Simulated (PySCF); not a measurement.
Molecule: C3H8OSi, SMILES CC(=O)C[SiH3], singlet. Atoms near the plane z = 0.0 Å, at the GFN2-xTB optimised geometry (x, y, z in Å): C2 (1.5, -1.0, 0.0), O3 (2.1, -0.9, -1.0), C4 (0.0, -1.0, 0.0), Si5 (-0.6, 0.8, 0.0), H9 (-0.4, -1.5, 0.9), H10 (-0.4, -1.5, -0.9), H11 (-2.1, 0.8, 0.0).

Level of theory: PySCF with PBE0/def2-TZVP. Cells within 0.4 Å of a nucleus heavier than hydrogen are left out (blank, or x). The values are rescaled to run from 0 to 1.

```
|00000000000000000000000000000|
|00000000000000000000000000000|
|00000000000000000000000000000|
|00000000000000000000000000000|
|00000000000111110000000000000|
|00000000112223222100000000000|
|00000012233344433210000000000|
|00001223444555544320000000000|
|00012344555666654321000000000|
|00013456666777765431000000000|
|00123567877898765432100000000|
|00124578988xxx765432221100000|
|00124579988xxx765443332210000|
|00124567887898776555544321000|
|00023456677788877666665432100|
|00012345566788888888776543210|
|00001233456789x999xx886543210|
|0000011234678xxx99xx987654210|
|00000001345789x999xx886543210|
|00000001245678888888876543210|
|00000000234667776666665432100|
|00000000123456655555544321000|
|00000000012344444333332210000|
|00000000001223322222221000000|
|00000000000111111000000000000|
|00000000000000000000000000000|
|00000000000000000000000000000|
|00000000000000000000000000000|
|00000000000000000000000000000|
```
Scale: ten equal steps from 0.000 (start of '0') to 1.00 (end of '9'), in the order '0123456789'; x runs from -4.50 to 4.50, y from -4.50 (bottom) to 4.50 (top).

Task: Which quantity is mapped?
(A) electron localisation function
(B) deformation density (molecule minus spherical neutral atoms)
(C) log10 of the electron density
(D) an orbital amplitude

Result: C, log10 of the electron density. In full: log10 of the electron density (e/bohr³), floored at −4.
